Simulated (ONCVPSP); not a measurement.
# Transferability test, ONCV potential for S

| Quantity | Value |
| --- | --- |
| Element | sulfur |
| Generator | ONCVPSP 4.0.1 |
| Type | optimised norm-conserving Vanderbilt (ONCV) |
| Functional | LDA (Perdew-Wang 92) |
| Relativity | scalar-relativistic |
| Frozen core | [Ne] |
| Valence charge | 6 |
| Reference configuration | 3s1.75 3p4.25 |
| Partial waves | 3s: rc 1.16 bohr, ncon 5, nbas 10, qcut 4.5 1/bohr, 2 projectors, debl 2.7 Ha; 3p: rc 1.35 bohr, ncon 4, nbas 8, qcut 6.3 1/bohr, 2 projectors, debl 2.7 Ha; d scattering state at 0.37 Ha: rc 1.25 bohr, ncon 4, nbas 8, qcut 7.9 1/bohr, 1 projector |
| Local potential | polynomial inside 1.15 bohr (lpopt 5, dvloc0 0 Ha) |
| Core correction | none |

Energies are relative to the spin-unpolarised reference configuration 3s1.75 3p4.25; without spin polarisation the order of configurations can differ from experiment.

```csv
valence configuration,charge,ΔE all-electron (eV),error AE − PS (meV)
3s2 3p4,0,-2.548,+0.2
3s2 3p3,+1,9.310,+1.8
3s2 3p2,+2,31.680,+22
```

Q: What are ΔE and the potential's error for 3s1 3p4?

A: ΔE = 20.110 eV all-electron; the error (AE − PS) is +4.4 meV.
